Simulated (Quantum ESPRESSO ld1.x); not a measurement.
ld1.x (Quantum ESPRESSO 7.5) input

```
 &input
    atom='Co',
    iswitch=1,
    rel=1,
    dft='RXC-VWN',
    config='[He] 2s2 2p3',
    verbosity='high',
    prefix='ld1',
    max_out_wfc=37,
    file_charge='ld1.rho',
 /
```

Command: `OMP_NUM_THREADS=1 ld1.x < ld1.in > ld1.out`

It prints (banner and zero overlaps left out):

```
     Program LD1 v.7.5 starts

     --------------------------- All-electron run ----------------------------

     scalar relativistic calculation

     atomic number is 27.00
     dft =RXC-VWN   lsd =0 sic =0 latt =0  beta=0.20 tr2=1.0E-14
     Exchange-correlation= RXC-VWN
                           (   3   2   0   0   0   0   0)
     mesh =1989 r(mesh) = 100.29974 a.u. xmin = -8.00 dx = 0.00800
     1 Ry =  13.60569312 eV, c = 137.03599908

     n l     nl                  e(Ry)          e(Ha)          e(eV)
     1 0     1S 1( 2.00)    -631.702236027    -315.851118014  -8594.7467685
     2 0     2S 1( 2.00)    -129.705212934     -64.852606467  -1764.7293236
     2 1     2P 1( 3.00)    -122.578848629     -61.289424314  -1667.7701978

     final scf error:  3.9E-15 reached in  14 iterations

     Etot =   -2154.940771 Ry,   -1077.470386 Ha,  -29319.462834 eV

     Ekin =    2185.013459 Ry,    1092.506729 Ha,   29728.622588 eV
     Encl =   -4564.970165 Ry,   -2282.485083 Ha,  -62109.583183 eV
     Eh   =     281.687425 Ry,     140.843712 Ha,    3832.552660 eV
     Exc  =     -56.671490 Ry,     -28.335745 Ha,    -771.054899 eV
```

Run on one thread of a shared host, so times are rough (Intel(R) Xeon(R) Processor @ 2.60GHz): 0.54 s of CPU time, 0.88 s wall, 14 iterations on 1989 mesh points.
